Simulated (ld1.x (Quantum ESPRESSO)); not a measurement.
**lead: excitation energies, all-electron against TM**

| Item | Value |
| --- | --- |
| Element | Pb (Z = 82) |
| Generator | ld1.x (Quantum ESPRESSO) 7.5 |
| Type | norm-conserving Troullier–Martins (Kleinman–Bylander form) |
| Functional | PBE |
| Relativity | scalar-relativistic |
| Frozen core | [Xe] |
| Valence charge | 28 |
| Reference configuration | 4f14 5d10 6s2 6p2 |
| Partial waves | 6s (bound): rc 1.90 bohr; 5d (bound): rc 1.45 bohr; 4f (bound): rc 0.85 bohr; 6p (bound): rc 2.65 bohr |
| Local potential | the p channel |
| Core correction | none |

Energies are relative to the spin-unpolarised reference configuration 4f14 5d10 6s2 6p2; without spin polarisation the order of configurations can differ from experiment. Not all tests gave a result: 1 of 7 tests not solved or not reliable.

```json
{"valence configuration": "4f14 5d10 6s2 6p1", "charge": "+1", "ΔE all-electron (eV)": "6.575", "error AE − PS (meV)": "-2.3"}
{"valence configuration": "4f14 5d10 6s2 6p0", "charge": "+2", "ΔE all-electron (eV)": "20.020", "error AE − PS (meV)": "-7.6"}
{"valence configuration": "4f14 5d10 6s1 6p0", "charge": "+3", "ΔE all-electron (eV)": "52.430", "error AE − PS (meV)": "-5.8"}
{"valence configuration": "4f14 5d10 6s2 6p1.5", "charge": "+0.5", "ΔE all-electron (eV)": "2.492", "error AE − PS (meV)": "-0.8"}
```

Q: What are ΔE and the potential's error for 4f14 5d9 6s2 6p3?

A: ΔE = 19.325 eV all-electron; the error (AE − PS) is -199 meV.

Q: What are ΔE and the potential's error for 4f14 5d10 6s0 6p4?

A: ΔE = 17.835 eV all-electron; the error (AE − PS) is -13 meV.

A Bessel basis up to 400 Ry misses an occupied level by 0.19 Ry, so cutoffs and ghosts were not judged.
